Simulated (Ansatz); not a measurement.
CH₆FInOSi (`[F][InH][CH2]O[SiH3]`), one more setting.

```yaml
crystal:
  periodic: [false, false, false]
  atoms:
    - {symbol: F, position_ang: [-2.600637, 0.740091, 1.172039]}
    - {symbol: In, position_ang: [-0.653019, 0.733388, 1.485691]}
    - {symbol: C, position_ang: [0.145645, -1.133954, 0.663638]}
    - {symbol: O, position_ang: [1.059529, -0.897271, -0.397451]}
    - {symbol: Si, position_ang: [0.661502, 0.197051, -1.546690]}
    - {symbol: H, position_ang: [-0.167035, 2.087775, 2.405687]}
    - {symbol: H, position_ang: [0.672632, -1.691884, 1.439348]}
    - {symbol: H, position_ang: [-0.701739, -1.737483, 0.323962]}
    - {symbol: H, position_ang: [1.882041, 0.568528, -2.293266]}
    - {symbol: H, position_ang: [-0.416173, -0.260779, -2.458075]}
    - {symbol: H, position_ang: [0.117243, 1.394538, -0.794891]}
basis:
  gaussian: {orbitals: ANO-RCC-VTZP}
total_charge: 1
magnetization: {spin_polarized: true, initial_magnetization: 1}
hamiltonian: {xc: {name: CAM-B3LYP}}
scf: {lower_state_search: full}
output: {forces: true}
```

```sh
$ ansatz run in.yaml --threads 4 --pin off --events-out ev --progress --plain --max-ram 10444MiB
```

Output, abridged:

```
Functional definition: CAM-B3LYP
2083 factors; their error is unknown
514 factors; integrals over basis functions are off by at most 1.3e-5 eV
mean field evaluation 1: about -173807.6134 eV, gradient 7.1e1 eV
mean field evaluation 2: about -173714.4742 eV, gradient 1.7e2 eV
mean field evaluation 4: about -173825.7202 eV, gradient 1.3e1 eV
mean field evaluation 8: about -173826.4996 eV, gradient 6.0e-1 eV
mean field evaluation 16: about -173826.6572 eV, gradient 5.3e-3 eV
mean field evaluation 96: about -173826.6572 eV, gradient 1.1e-4 eV
mean field -173826.65722643 eV, -6388.0118291314 hartree, gradient 5.3e-5 eV, S^2 0.761559; 4 other end points of the search recorded, 0 dependent functions left out
reference -173826.65741379 eV, -6388.0118360166 hartree; 46, 45 occupied and 230, 231 virtual orbitals, 2083 factors
Total energy: -173826.65741379 eV, -6388.0118360166 hartree
Relativity: scalar
Atom 0 at    -2.600637     0.740091     1.172039 Å, force     1.151777    -0.373769    -0.036423 eV/Å
Atom 1 at    -0.653019     0.733388     1.485691 Å, force    -1.892852     1.799843     0.426428 eV/Å
Atom 2 at     0.145645    -1.133954     0.663638 Å, force     2.962143    -2.781354    -2.554953 eV/Å
Atom 3 at     1.059529    -0.897271    -0.397451 Å, force    -1.683098    -0.815504     3.863124 eV/Å
Atom 4 at     0.661502     0.197051    -1.546690 Å, force    -0.384462     1.764591    -2.797381 eV/Å
Atom 5 at    -0.167035     2.087775     2.405687 Å, force     0.367662    -0.331156    -0.075626 eV/Å
Atom 6 at     0.672632    -1.691884     1.439348 Å, force     0.057901     0.512484     0.314548 eV/Å
Atom 7 at    -0.701739    -1.737483     0.323962 Å, force    -0.663537     0.766846    -0.052490 eV/Å
Atom 8 at     1.882041     0.568528    -2.293266 Å, force    -0.144791    -0.101925     0.332767 eV/Å
Atom 9 at    -0.416173    -0.260779    -2.458075 Å, force     0.132521    -0.125494     0.361259 eV/Å
Atom 10 at     0.117243     1.394538    -0.794891 Å, force     0.096736    -0.314563     0.218747 eV/Å
Dipole moment:     0.933918    -0.447258    -0.176896 e Å
```

It took 110 s on 4 threads of an Intel Xeon Platinum 8375C on a shared host, with 3 GiB of host memory at the peak.
